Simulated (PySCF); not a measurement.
C$_{2}$H$_{5}$S, doublet, at a GFN2-xTB geometry. Base run: PBE0/cc-pVDZ run with PySCF.

The PySCF input:
```python
from pyscf import gto, scf, dft

mol = gto.Mole()
mol.atom = '''
    C    -1.66842791    0.12558021    0.07261586
    C    -0.37718120   -0.53131894    0.37612092
    S     1.11984478    0.10961833   -0.18661617
    H    -2.01138632   -0.08788961   -0.94779789
    H    -2.43483778   -0.23552594    0.75727740
    H    -1.58775511    1.20871890    0.17291752
    H    -0.34115403   -1.59241763    0.54637014
    H     0.73127142    1.38765345   -0.23532908
'''
mol.basis = 'cc-pvdz'
mol.spin = 1
mol.verbose = 4
mol.build()

mf = dft.UKS(mol)
mf.xc = 'pbe0'
mf.kernel()
```

The base run was repeated with changes; each row names its change, and settings that it needs were set with it.

```json
[
 {"change": "base", "ΔE vs base (mEh)": "0.000", "fitting functions": "-", "dipole (D)": "1.26"},
 {"change": "auxbasis = cc-pvtz-ri", "ΔE vs base (mEh)": "-10.032", "fitting functions": "434", "dipole (D)": "1.26"},
 {"change": "auxbasis = even-tempered beta=1.6", "ΔE vs base (mEh)": "-0.001", "fitting functions": "782", "dipole (D)": "1.26"},
 {"change": "auxbasis = cc-pvdz-jkfit", "ΔE vs base (mEh)": "-0.030", "fitting functions": "367", "dipole (D)": "1.26"},
 {"change": "auxbasis = def2-tzvp-ri", "ΔE vs base (mEh)": "-11.765", "fitting functions": "340", "dipole (D)": "1.26"},
 {"change": "auxbasis = def2-universal-jfit", "ΔE vs base (mEh)": "569.8", "fitting functions": "204", "dipole (D)": "1.25"},
 {"change": "exchange = seminumerical (SGX) (with mf = sgx.sgx_fit(mf, auxbasis='def2-universal-jfit'); with mf.with_df.dfj = True)", "ΔE vs base (mEh)": "-0.224", "fitting functions": "204", "dipole (D)": "1.26"},
 {"change": "auxbasis = cc-pvqz-jkfit", "ΔE vs base (mEh)": "-0.016", "fitting functions": "615", "dipole (D)": "1.26"},
 {"change": "auxbasis = autoaux", "ΔE vs base (mEh)": "-0.002", "fitting functions": "499", "dipole (D)": "1.26"},
 {"change": "auxbasis = default (with mf = mf.density_fit())", "ΔE vs base (mEh)": "-0.030", "fitting functions": "367", "dipole (D)": "1.26"}
]
```

A fitting set is made for a task (jfit for Coulomb, jkfit for Coulomb and exchange, ri for correlation) and for a family of orbital bases.

Open shells are given as the SCF converged; they aren't shown to be the lowest states, and a large step between rows can be another state.
